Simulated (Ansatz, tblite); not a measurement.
Forces on As7⁻ at its PBE0-D4/def2-SVPD geometry. Total charge -1; singlet.

The xTB rows come from tblite. At PBE-D4/def2-SVP the highest occupied level of the charge -1 singlet lies above zero (up to 0.28 eV). The electron is either unbound and held by the finite basis, or the level is raised by self-interaction error. Another isomer (singlet) lies 0.42 eV lower at PBE0-D4/def2-SVP; other spin states weren't run for this one.

GFN1-xTB (tblite), largest force 0.91 eV/Å:

```xyz
7
positions Å, forces eV/Å
As    1.372   -1.241   -0.966    0.026    0.382    0.092
As   -0.502    0.723    1.732   -0.244   -0.144    0.007
As   -2.220   -0.758    0.832    0.639    0.511   -0.403
As    2.122    1.053   -0.979   -0.101   -0.446    0.268
As   -1.464    1.269   -0.432   -0.053   -0.379    0.219
As   -1.064   -0.963   -1.307   -0.218   -0.050    0.180
As    1.757   -0.083    1.120   -0.049    0.127   -0.362
```

GFN2-xTB (tblite), largest force 0.86 eV/Å:

```
As 0.356 0.252 0.138
As -0.381 0.128 0.267
As 0.484 0.583 -0.414
As 0.149 -0.360 0.174
As -0.419 -0.473 0.339
As -0.462 -0.097 -0.136
As 0.273 -0.032 -0.368
```

PBE-D4/def2-SVP (Ansatz), largest force 0.61 eV/Å:

```
As 0.177 -0.346 -0.180
As -0.023 0.218 0.503
As -0.373 -0.368 0.271
As 0.093 0.335 -0.202
As 0.048 0.524 -0.302
As -0.203 -0.297 -0.423
As 0.281 -0.065 0.333
```
